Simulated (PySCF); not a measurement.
Structure with atom numbers: `[CH3:1][c:2]1[cH:3][cH:4][p:5][c:6]([SiH3:7])[n:8]1`; H(Xn) means a hydrogen on atom n.

Computed data (PySCF 2.14.0 with density-fitted response routines): NMR shieldings at PBE0/pcSseg-1/GIAO, geometry: GFN2-xTB. Averaged over atoms made equivalent by symmetry, fast rotation or ring inversion, one computed conformer, no solvent model, relativity neglected.

Chemical shifts δ = σref − σ; TMS for $^{13}$C (186.93 ppm), $^{1}$H (31.72 ppm), $^{29}$Si (349.16 ppm); $^{31}$P (318.38 ppm) against H3PO4; $^{15}$N (267.73 ppm) vs NH3, all at this level.

```tsv
atoms	nucleus	count	δ (ppm)
P5	$^{31}$P	1	242.8
C4	$^{13}$C	1	?
C3	$^{13}$C	1	?
C1	$^{13}$C	1	30.5
H(C1)	$^{1}$H	3	?
N8	$^{15}$N	1	402.9
H(C3)	$^{1}$H	1	7.56
H(Si7)	$^{1}$H	3	4.83
C2	$^{13}$C	1	158.4
Si7	$^{29}$Si	1	-63.5
H(C4)	$^{1}$H	1	?
C6	$^{13}$C	1	212.2
```

Question: Complete the table.

Answer: 
- C4: 173.8 ppm, aromatic CH
- C3: 125.3 ppm, aromatic CH
- H(C4): 9.66 ppm, hydrogen on an aromatic CH; it sits in the deshielding region of the aromatic ring current
- H(C1): 2.95 ppm, hydrogen on a methyl carbon on an aromatic ring; benzylic-type position, deshielded by the ring

Shifts are as computed. Against solution values, carbons near 30 ppm lie about +3 ppm off and those near 130 ppm about +5 ppm. Of 1211 compounds with measured shifts, 218 miss one by over three times the rms of a fit or turn the order of signals round; such compounds aren't used in these exercises. Experimental scales use liquid or dissolved standards, which lie at an offset from isolated NH3 (liquid NH3: subtract about 20 ppm) and H3PO4. Unscaled 15N shifts of sp2 nitrogen come out 20 to 40 ppm too high even then.
